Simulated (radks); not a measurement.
All-electron atom: P4+ in [He] 2p6 3s1 3d2 (not the ground configuration). Calculated with a radial shooting solver on a logarithmic mesh with Libxc functionals: Dirac Kohn-Sham, PBE, spin-unpolarised, spherical densities, finite nucleus; open shells fill j = l - 1/2 first; Fermi nuclear charge, rms radius 3.1889 fm. Some entries of the table are withheld. Estimate them.

orbital  occ.  eigenvalue (eV)  r(max) (bohr)  <1/r> (bohr^-1)
1s1/2       2        -2209.771        0.06755            14.67
2s1/2       0        -272.3070         0.4081            2.964
2p1/2       2        -226.4107            (1)              (2)
2p3/2       4        -225.3591            (3)              (4)
3s1/2       1         -69.2893            (5)           0.9696
3p1/2       0         -57.7723          1.348           0.9013
3p3/2       0         -57.6228          1.352           0.8983
3d3/2       2         -41.5929            (6)           0.7639
3d5/2       0         -41.5776            (7)           0.7634
4d3/2       0              (8)          3.569           0.3696
4d5/2       0              (9)          3.570           0.3694
4f5/2       0         -16.9050          3.091             (10)
4f7/2       0         -16.9041          3.091             (11)

Answer. 
(1) 2p1/2 r(max) (bohr): 0.3391
(2) 2p1/2 <1/r> (bohr^-1): 2.881
(3) 2p3/2 r(max) (bohr): 0.3406
(4) 2p3/2 <1/r> (bohr^-1): 2.864
(5) 3s1/2 r(max) (bohr): 1.303
(6) 3d3/2 r(max) (bohr): 1.313
(7) 3d5/2 r(max) (bohr): 1.314
(8) 4d3/2 eigenvalue (eV): -19.5671
(9) 4d5/2 eigenvalue (eV): -19.5619
(10) 4f5/2 <1/r> (bohr^-1): 0.3257
(11) 4f7/2 <1/r> (bohr^-1): 0.3257
